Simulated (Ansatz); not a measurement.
Species: SiH2Br2, charge 0, singlet. SiH2Br2 (SMILES Br[SiH2]Br).
B3LYP-D3(BJ)/def2-TZVP minimum from Ansatz (a quantum-chemistry and plane-wave program):
```xyz
5

Si    -0.0004    -1.0069     0.0305
Br     1.8293     0.2532     0.0084
Br    -1.8291     0.2537    -0.0238
H     -0.0115    -1.7851     1.2783
H      0.0101    -1.8592    -1.1680
```

Total energies in hartree (Ansatz). UHF or UKS for unpaired electrons; spin-orbit terms are left out. Correlated methods leave the cores frozen (noble-gas shells, and filled d and f shells in the p block). No relativity. For partners of very few electrons the exact lower level stands in for a higher one. Spin-orbit terms, left out, reach several kcal/mol for Br and I, and more for heavier atoms.

| species | HF/def2-TZVPP | CCSD(T)/def2-TZVPP | HF/def2-QZVPP | CCSD(T)/def2-QZVPP | CCSD(T)/def2-SVP | CCSDT(Q)/def2-SVP |
|---|---|---|---|---|---|---|
| 1: SiH2Br2 (dibromosilane, SMILES Br[SiH2]Br) | -5435.03870 | -5435.54306 | -5435.14662 | -5435.69703 | -5434.68018 | -5434.68164 |
| 2: Si (triplet) | -288.85084 | -288.92770 | -288.85873 | -288.93839 | -288.81556 | -288.81596 |
| 3: Br (doublet) | -2572.39810 | -2572.55635 | -2572.44770 | -2572.62201 | -2572.19581 | -2572.19614 |
| 4: H (doublet) | -0.49981 | -0.49981 | -0.49998 | -0.49998 | -0.49928 | -0.49928 |

Work out the atomisation energy (electronic, to ground-state atoms) in kcal/mol: take Hartree-Fock from def2-QZVPP, extrapolate the CCSD(T) correlation energy as X^-3 (X = 3, 4), and add CCSDT(Q) - CCSD(T) in def2-SVP. 1 hartree = 627.51 kcal/mol.


Species 1: correlation (64·(-0.55041) - 27·(-0.50436))/37 = -0.58401; step -0.00146; E1 = -5435.14662 + (-0.58401) + (-0.00146) = -5435.73209
Species 2: correlation (64·(-0.07966) - 27·(-0.07686))/37 = -0.08170; step -0.00040; E2 = -288.85873 + (-0.08170) + (-0.00040) = -288.94083
Species 3: correlation (64·(-0.17431) - 27·(-0.15825))/37 = -0.18603; step -0.00033; E3 = -2572.44770 + (-0.18603) + (-0.00033) = -2572.63406
Species 4: correlation (64·(0.00000) - 27·(0.00000))/37 = 0.00000; step +0.00000; E4 = -0.49998 + (0.00000) + (+0.00000) = -0.49998
-1·E1 +1·E2 +2·E3 +2·E4 = 0.52318 hartree = 328.3 kcal/mol.
